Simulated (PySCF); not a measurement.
C8H7PSe.
InChI=1S/C8H7PSe/c1-2-9(10)8-6-4-3-5-7-8/h1,3-7,9H

Method used: TDDFT B3LYP/def2-SVPD, vertical, gas phase, core orbitals frozen in the response in PySCF 2.14.0, density-fitted response routines. Geometry: PBE0-D3(BJ)/def2-SVP, one conformer, isolated molecule. The B3LYP/def2-SVPD calculation is non-relativistic and has no spin–orbit coupling, an omission that weighs most on selenium. Torsions of this conformer, `[CH:1]#[C:2][P@@H:3](=[Se:4])[c:5]1[cH:6][cH:7][cH:8][cH:9][cH:10]1`: C2–P3–C5–C6 -129°.

Each state is given a Gaussian of 0.25 eV full width at half maximum, with ε(max) = 2.175×10⁸ f / Δν̃ (Δν̃ the width in cm⁻¹). The width is an assumption, not a result. The curve ends short of the highest state used, and states not computed would add to its high-energy end.

E (eV), ε (L mol⁻¹ cm⁻¹) and a bar:
```
     3.41          0 
     3.46          2 
     3.50          8 
     3.55         33 
     3.60        106 #
     3.64        231 ##
     3.69        501 ####
     3.73        799 ######
     3.78       1179 ########
     3.83       1418 ##########
     3.87       1451 ##########
     3.92       1376 ##########
     3.96       1386 ##########
     4.01       1696 ############
     4.06       2395 #################
     4.10       3088 ######################
     4.15       3760 ##########################
     4.19       3884 ###########################
     4.24       3423 ########################
     4.29       2535 ##################
     4.33       1839 #############
     4.38       1306 #########
     4.42       1231 #########
     4.47       1540 ###########
     4.52       2210 ################
     4.56       2926 #####################
     4.61       3822 ###########################
     4.65       4269 ##############################
     4.70       4177 #############################
     4.75       3348 ########################
```

Question: Where are the band maxima, and which computed states make them?

Answer: 321 nm (3.86 eV), ε about 1500, made up of S2 (91%); 297 nm (4.18 eV), ε about 3900, made up of S3 (16%) and S4 (84%); 266 nm (4.67 eV), ε about 4300, made up of S8 (94%) (ε in L mol⁻¹ cm⁻¹; maxima over ε = 5, shares over 10%). The states used: S1 3.79 eV (f 0.0004); S2 3.84 eV (f 0.012); S3 4.10 eV (f 0.0077); S4 4.20 eV (f 0.031); S5 4.46 eV (f 0.0006); S6 4.50 eV (f 0.0063); S7 4.54 eV (f 0.0014); S8 4.68 eV (f 0.038); S9 5.20 eV (f 0.0090); S10 5.35 eV (f 0.0083).

Question: On this curve, what absorbance would a 10⁻⁵ mol/L sample give at 280 nm over a 1 cm path?

Answer: 280 nm is 4.428 eV, where ε is about 1300 L mol⁻¹ cm⁻¹, so A = ε c l ≈ 0.013 (Beer–Lambert, with the gas-phase spectrum and the assumed width).

Question: What would ε be at 4.67 eV, the highest of these maxima, with half the width (0.125 eV)?

Answer: About 8060 L mol⁻¹ cm⁻¹ against 4330, a factor of about 1.9; a lone state at its own centre would give exactly 2.

Question: Does any computed singlet lie in the visible range?

Answer: No computed singlet lies in the visible range (380 to 750 nm); the lowest, at 327 nm, stands 0.52 eV above its violet end (3.26 eV).

All these states lie below the vertical ionisation energy of 8.21 eV (ΔSCF).

On one thread of an Arm Neoverse V2, on a shared host, this took 7.7 min (with the writing of density and orbital grids) and 1.4 GiB of memory at its peak.
